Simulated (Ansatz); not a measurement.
Cost and result for the atomization energy of CH4BrNSn (8 atoms, 7 bonds).

```xyz
8

Br    2.441    0.649    1.705
Sn    1.514   -1.260    0.214
C    -1.537   -0.011   -0.202
N    -0.305    0.185   -0.019
H     2.078   -0.486   -1.284
H    -2.268    0.798   -0.202
H    -1.896   -1.025   -0.367
H    -0.027    1.150    0.155
```

Charge 0, multiplicity 1. Correlated methods include outer-core shells of Br, Sn, which these sets cover unevenly. Scalar relativity is left out up to krypton. Sn takes the def2 core potential. The bonds changed during the relaxation, so this is another structure than the one it started from. The geometry is a stationary point of PBE0-D4/def2-TZVP. Program: Ansatz. All runs use 4 threads of a server CPU on a shared host. Times are those of one run each, without the atoms' runs, and a repeat can differ threefold. Electronic energies, without spin–orbit coupling; frozen cores. CCSD(T)/CBS adds CCSD(T) − MP2 in def2-TZVPP to the MP2 limit, and its time is that of the two runs behind it. T1 = 0.013. With those shells the extrapolation isn't a true limit. B3LYP takes the VWN-RPA correlation (the form of Gaussian; ORCA's B3LYP/G). HSE06 is the plane-wave form, built on full-range PBE exchange.

CCSD(T)/CBS is a level of theory with its own doubt, some kJ/mol a heavy atom from the limit and from the frozen cores, so smaller differences don't rank the functionals.

```tsv
level	functions	wall time	atomization (kcal/mol)	difference from CCSD(T)/CBS	per bond
LDA (SPW92)/def2-TZVPP	216	2.6 s	703.9	90.9	13.0
PBE-D4/def2-TZVPP (with forces)	216	3.9 s	624.8	11.8	1.7
BLYP-D4/def2-TZVPP	216	4 s	615.9	2.9	0.4
B3LYP-D4/def2-TZVPP (with forces)	216	8.5 s	612.1	-0.9	-0.1
HSE06-D4/def2-TZVPP	216	8.5 s	608.5	-4.5	-0.6
CAM-B3LYP-D4/def2-TZVPP	216	8.5 s	610.5	-2.5	-0.3
ωB97X-V/def2-TZVPP	216	11 s	610.9	-2.1	-0.3
B2PLYP/def2-TZVPP	216	11 s	601.5	-11.5	-1.6
CCSD(T)/def2-SVP	106	13 s	567.0	-46.0	-6.6
ωB97M-V/def2-TZVPP (with forces)	216	19 s	608.6	-4.4	-0.6
MP2/def2-QZVPP	405	40 s	608.6	-4.4	-0.6
CCSD(T)/def2-TZVPP	216	2.9 min	590.1	-22.9	-3.3
CCSD(T)/CBS(def2)	–	3.6 min	613.0	0.0	0.0
```

From PBE to PBE0 (25 % exact exchange), in def2-TZVPP and without D4, the atomization energy moves by −16.0 kcal/mol: exact exchange takes away binding that semilocal exchange gives to molecules. The D4 term adds +7.5 kcal/mol with B3LYP and +3.9 kcal/mol with PBE0; it sums over pairs of atoms, weighted by their polarisabilities, and B3LYP, whose exchange is more repulsive, gets the larger term. Leaving LDA and LC-ωPBE aside and taking each functional with its dispersion term where it has one, the values, not all of them listed here, spread over 35.2 kcal/mol, from BHLYP-D4 to PBE-D4. LDA lies +83.6 kcal/mol from PBE without D4, its usual overbinding.

Spin–orbit coupling would lower the free Sn atoms strongly, and the atomization energy with them, by more than many differences here. For some Ge, Se and Sn compounds the MP2-based and the directly extrapolated limit differ by 10 to 25 kJ/mol.
